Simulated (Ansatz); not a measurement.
Cost and result for the atomization energy of C2H4BFSi, SMILES `FC1=CB[SiH2]1` (9 atoms, 9 bonds).

```xyz
9

F    -0.643   -0.853   -2.099
C    -0.337   -0.387   -0.902
C    -1.185   -0.364    0.161
B    -0.298    0.264    1.232
Si    1.201    0.385   -0.111
H    -2.212   -0.723    0.149
H    -0.537    0.519    2.370
H     2.387   -0.514   -0.073
H     1.623    1.673   -0.727
```

Charge 0, multiplicity 1. The structure was optimised at the PBE0-D4/def2-TZVP level. Program: Ansatz. All runs use 2 threads of an Arm Neoverse V1 on a shared host. Times are those of one run each, without the atoms' runs, and a repeat can differ threefold. Electronic energies, without spin–orbit coupling; frozen cores. CCSD(T)/CBS adds CCSD(T) − MP2 in def2-TZVPP to the MP2 limit, and its time is that of the two runs behind it. T1 = 0.014.

CCSD(T)/CBS is a level of theory with its own doubt, some kJ/mol a heavy atom from the limit and from the frozen cores, so smaller differences don't rank the functionals.

| level | functions | wall time |
| --- | --- | --- |
| LDA (SPW92)/def2-TZVPP | 222 | 1.8 s |
| PBE0-D4/def2-TZVPP | 222 | 4 s |
| BHLYP-D4/def2-TZVPP | 222 | 4.2 s |
| CAM-B3LYP-D4/def2-TZVPP | 222 | 4.6 s |
| CCSD(T)/def2-SVP | 94 | 4.8 s |
| r2SCAN-D4/def2-TZVPP (with forces) | 222 | 7 s |
| B2PLYP/def2-TZVPP | 222 | 8 s |
| ωB97X-V/def2-TZVPP | 222 | 11 s |
| B97M-V/def2-TZVPP | 222 | 13 s |
| ωB97M-V/def2-TZVPP (with forces) | 222 | 16 s |
| MP2/def2-QZVPP | 418 | 28 s |
| CCSD(T)/def2-TZVPP | 222 | 2.1 min |
| CCSD(T)/CBS(def2) | – | 2.5 min |

Task: What atomization energy does each give, and how far from CCSD(T)/CBS? (Best estimate.)

Result: Computed: 
```tsv
level	atomization (kJ/mol)	difference from CCSD(T)/CBS	per bond
LDA (SPW92)/def2-TZVPP	3989.4	556.6	61.8
PBE0-D4/def2-TZVPP	3484.7	51.9	5.8
BHLYP-D4/def2-TZVPP	3345.8	-87.0	-9.7
CAM-B3LYP-D4/def2-TZVPP	3463.7	30.9	3.4
CCSD(T)/def2-SVP	3264.1	-168.7	-18.7
r2SCAN-D4/def2-TZVPP (with forces)	3480.8	48.0	5.3
B2PLYP/def2-TZVPP	3415.2	-17.6	-2.0
ωB97X-V/def2-TZVPP	3466.4	33.6	3.7
B97M-V/def2-TZVPP	3479.4	46.6	5.2
ωB97M-V/def2-TZVPP (with forces)	3465.0	32.2	3.6
MP2/def2-QZVPP	3481.0	48.2	5.4
CCSD(T)/def2-TZVPP	3345.1	-87.7	-9.7
CCSD(T)/CBS(def2)	3432.8	0.0	0.0
```

The D4 term adds +30.4 kJ/mol with B3LYP and +15.7 kJ/mol with PBE0; it sums over pairs of atoms, weighted by their polarisabilities, and B3LYP, whose exchange is more repulsive, gets the larger term. From r2SCAN to r2SCAN0 (25 % exact exchange), in def2-TZVPP and without D4, the atomization energy moves by −62.3 kJ/mol: exact exchange takes away binding that semilocal exchange gives to molecules. Leaving LDA and LC-ωPBE aside and taking each functional with its dispersion term where it has one, the values, not all of them listed here, spread over 209.2 kJ/mol, from BHLYP-D4 to PBE-D4. LDA lies +453.2 kJ/mol from PBE without D4, its usual overbinding.

B3LYP here is the variant with VWN-RPA as its local correlation; programs differ in this.
